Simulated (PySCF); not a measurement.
## Working out the ionisation energy of Au

Au [Xe] 4f14 5d10 6s1 (2S) → Au⁺ [Xe] 4f14 5d10 (1S). Calculation: PySCF 2.14, in ANO-RCC-VTZP; scalar relativity by spin-free X2C-1e. Frozen: [Xe] 4f14. Energies in hartree (1 hartree = 27.21139 eV):

```csv
part,Au (lower),Au⁺ (upper)
UHF,-19008.103368,-19007.821132
CCSD correlation,-0.339404,-0.294184
(T),-0.015099,-0.011179
```

**Question.** What does Hartree-Fock give?

**Answer.** (-19007.821132) − (-19008.103368) = 0.282236 hartree = 7.680 eV.

**Question.** What do CCSD and CCSD(T) give?

**Answer.** The CCSD correlation energies differ by 0.045220 hartree = 1.230 eV and the triples by 0.003920 hartree = 0.107 eV, so CCSD gives 8.910 eV and CCSD(T) 9.017 eV.

Measured between the centres of the two terms (NIST): 9.226 eV, so CCSD(T) (valence) is off by -0.209 eV.

What remains against the reference includes basis incompleteness, the frozen core and higher excitations.
